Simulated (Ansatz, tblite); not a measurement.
Forces on (ZnTe)2 ring (Zn2Te2) at its r2SCAN-D4/def2-SVP geometry. Charge 0, multiplicity 1.

In the def2 sets Te takes a core potential; there is no spin–orbit coupling. The xTB rows come from tblite.

GFN1-xTB (tblite), largest force 0.52 eV/Å:

```xyz
4
positions Å, forces eV/Å
Zn   -1.022    0.374    0.586   -0.429    0.157    0.246
Te    0.820    2.051    0.123    0.082    0.205    0.012
Zn    1.022   -0.374   -0.586    0.429   -0.157   -0.246
Te   -0.820   -2.051   -0.123   -0.082   -0.205   -0.012
```

GFN2-xTB (tblite), largest force 0.63 eV/Å:

```
Zn -0.524 0.191 0.300
Te 0.157 0.394 0.024
Zn 0.524 -0.191 -0.300
Te -0.157 -0.394 -0.024
```

r2SCAN-D4/def2-TZVP (Ansatz), largest force 0.11 eV/Å:

```
Zn -0.092 0.034 0.053
Te 0.005 0.012 0.001
Zn 0.092 -0.034 -0.053
Te -0.005 -0.012 -0.001
```
